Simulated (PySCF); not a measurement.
AlClH2OS, SMILES [OH][Al]([Cl])[SH].

Geometry: B3LYP-D3(BJ)/def2-SVP. Other conformers were not sampled.

These are B3LYP-D3(BJ)/def2-SVP run with PySCF values and carry that method's errors.

Frequencies are harmonic and unscaled.

| mode | ν (cm⁻¹) | IR (km/mol) | Raman (Å⁴/amu) | depolarisation | moving atoms (share of kinetic energy) |
|---|---|---|---|---|---|
| 1 | 134 | 5.1 | 1.5 | 0.72 | S 34 %, Cl 32 %, Al 19 %, O 12 % |
| 2 | 194 | 18.7 | 2.0 | 0.74 | O 50 %, H 15 %, Cl 15 %, S 14 % |
| 3 | 216 | 5.9 | 0.9 | 0.75 | Al 64 %, H 18 %, O 9 % |
| 4 | 253 | 56.1 | 2.4 | 0.75 | H 82 % |
| 5 | 325 | 124.9 | 1.1 | 0.75 | H 89 %, O 10 % |
| 6 | 415 | 8.9 | 15.3 | 0.12 | Cl 33 %, S 33 %, O 15 %, Al 13 % |
| 7 | 538 | 100.0 | 1.1 | 0.44 | H 64 %, O 15 %, Al 11 % |
| 8 | 618 | 250.7 | 2.7 | 0.35 | Al 53 %, H 18 %, S 13 %, Cl 12 % |
| 9 | 663 | 19.1 | 7.3 | 0.74 | H 87 % |
| 10 | 905 | 102.8 | 2.5 | 0.20 | O 47 %, Al 44 % |
| 11 | 2664 | 0.2 | 139.2 | 0.28 | H 97 % |
| 12 | 3924 | 114.6 | 134.7 | 0.30 | H 94 % |
